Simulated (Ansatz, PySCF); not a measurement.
Ligands exchanged one at a time, Sn H-OH. Isolated molecules, 0 K electronic values unless said otherwise. One relaxed conformer stands for each flexible species; it need not be the lowest. Strings in code marks are SMILES.

Quantity: vertical ionisation energy (energy after one electron is removed minus that of the parent at the parent's geometry), in eV.

Level 1: B3LYP/6-31G* (LANL2DZ on Sn) // PBE-D3(BJ)/def2-TZVP (PySCF)
Level 2: minus the HOMO energy of B3LYP/6-31G* (LANL2DZ on Sn) // PBE-D3(BJ)/def2-TZVP (PySCF)
Level 3: minus the HOMO energy of SVWN5/6-31G* (LANL2DZ on Sn) // PBE-D3(BJ)/def2-TZVP (PySCF)
Level 4: HF/def2-TZVPP // PBE-D3(BJ)/def2-TZVP (Ansatz, a program for electronic structure)

| species | level 1 | level 2 | level 3 | level 4 |
|---|---|---|---|---|
| `[OH][SnH2][OH]` (H–O–Sn–O torsion -105°, O–Sn–O–H torsion 52°) | 10.36 | 7.77 | 6.45 | 9.56 |
| `[OH][SnH3]` | 10.40 | 7.53 | 6.20 | 9.30 |
| `[SnH4]` | 11.75 | 9.13 | 8.07 | 10.89 |
